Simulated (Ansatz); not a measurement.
## Ansatz (development build ahead of 0.2.0) run

```yaml
crystal:
  periodic: [false, false, false]
  atoms:
    - { symbol: H, position_ang: [0.48892, -0.01607, 0.03364] }
    - { symbol: H, position_ang: [-0.21737, 0.42876, 0.00584] }
    - { symbol: H, position_ang: [-0.22793, -0.47093, 0.03241] }
basis:
  gaussian: { orbitals: def2-TZVP }
total_charge: 1
hamiltonian:
  xc: hf
correlation:
  method: mp2
  frozen_orbitals: { H: 0 }
```

The input is written out in the form of the current development build from the run's settings.

Results

```json
{
  "Converged": "yes",
  "Reference energy": "-1.29771 hartree",
  "Correlation energy": "-0.03046 hartree",
  "Total energy": "-1.32817 hartree",
  "Spin squared of the determinant": "0.000"
}
```

Caution: bonds are stretched, where a single reference can fail; stretched shape with no unrestricted run beside it, a lower state can exist.
